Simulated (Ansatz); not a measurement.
Relaxation of CH5SSbSi (9 atoms, charge 0, multiplicity 1), to a largest force component of 0.02 eV/Å in at most 50 steps.

Computed with RKS PBE-D4/def2-SVP (Ansatz 0.2.0).

```xyz
9
Properties=species:S:1:pos:R:3
Si -0.804 0.992 0.365
C -0.048 -0.595 -0.071
S 0.926 -1.203 1.277
Sb 1.970 -0.340 -0.882
H 0.126 1.918 0.983
H -1.346 1.684 -0.881
H -1.953 0.800 1.271
H -0.642 -1.352 -0.548
H 1.859 -1.951 -1.530
```

Q: Where does it end, and by what steps?

A: The forces met the threshold. After 5 steps the energy has fallen by 0.284 eV; Sb4 moved furthest, 0.22 Å.

```csv
step,energy less start (eV),largest force component (eV/Å),accepted
0,0.0000,1.479,yes
1,-0.2172,0.677,yes
2,-0.2700,0.251,yes
3,-0.2765,0.142,yes
4,-0.2837,0.028,yes
5,-0.2840,0.008,yes
```

```xyz
9
Properties=species:S:1:pos:R:3
Si -0.882 1.059 0.356
C -0.048 -0.582 -0.043
S 0.953 -1.339 1.285
Sb 2.070 -0.458 -0.727
H 0.153 2.011 0.891
H -1.500 1.641 -0.890
H -1.962 0.879 1.391
H -0.624 -1.311 -0.647
H 1.929 -1.945 -1.634
```

Time of the run: 7.3 s on 2 threads of INTEL(R) XEON(R) PLATINUM 8581C CPU @ 2.30GHz (Emerald Rapids), on a shared host, peak memory 0.17 GiB.
